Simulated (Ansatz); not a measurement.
`[F][Ga]([Br])[Br]` + `N[SiH]([SiH3])Cl` → `[F][Ga]([Cl])[Br]` + `N[SiH]([SiH3])Br` at 500 K and 1 bar (redistribution).

Isolated molecules relaxed with PBE0-D4/def2-TZVP in Ansatz; ΔE leaves out vibrations. CCSD(T)/CBS is the MP2 limit (def2-TZVPP, def2-QZVPP) plus CCSD(T) − MP2 in def2-TZVPP, frozen cores. For Br, Ga outer-core shells are correlated without core-valence functions, which leaves a few kJ/mol of doubt a bond. Scalar relativity is left out up to krypton. One conformer a species, not always the lowest.

```tsv
species	CCSD(T)/CBS energy (Eh)	H − E (kJ/mol)	S (J/(mol·K))
`[F][Ga]([Br])[Br]`	-7170.52286	43.6	387.0
`N[SiH]([SiH3])Cl`	-1096.32520	211.5	425.1
`[F][Ga]([Cl])[Br]`	-5056.97994	43.9	380.7
`N[SiH]([SiH3])Br`	-3209.86330	211.1	437.3
```

H − E and S are ideal-gas, rigid-rotor, harmonic terms from PBE0-D4/def2-TZVP, for one conformer and one mirror image of each species. 1 Eh = 2625.50 kJ/mol, R = 8.31446 J/(mol·K).

Q: By hand: ΔE, ΔH, ΔS and ΔG.

A: ΔE = (-5056.97994) + (-3209.86330) − (-7170.52286) − (-1096.32520) = 0.00482 Eh = 12.7 kJ/mol. Δ(H − E) = 43.9 + 211.1 − 43.6 − 211.5 = -0.1, so ΔH = 12.6 kJ/mol. ΔS = 380.7 + 437.3 − 387.0 − 425.1 = 5.9 J/(mol·K). ΔG = 12.6 − 500 × (5.9)/1000 = 9.6 kJ/mol.

Q: By hand: the equilibrium constant, and the temperature at which ΔG would vanish if ΔH and ΔS stayed fixed.

A: log₁₀ K = −ΔG/(RT ln 10) = -1.0. ΔG = 0 at ΔH/ΔS = 2136 K, though so small a ΔS makes that figure unsure.

The number of gas molecules stays the same, so ΔS is small and ΔH decides. A doubt of 5 kJ/mol in ΔE shifts log₁₀ K by 0.5 here. Other conformers and mirror images would add mixing entropy, several J/(mol·K) or more a flexible species. These are equilibria of isolated gas molecules and say nothing of rates. Largest T1 diagnostic: 0.011 (customary marks: 0.02 for closed shells, 0.045 for open ones).
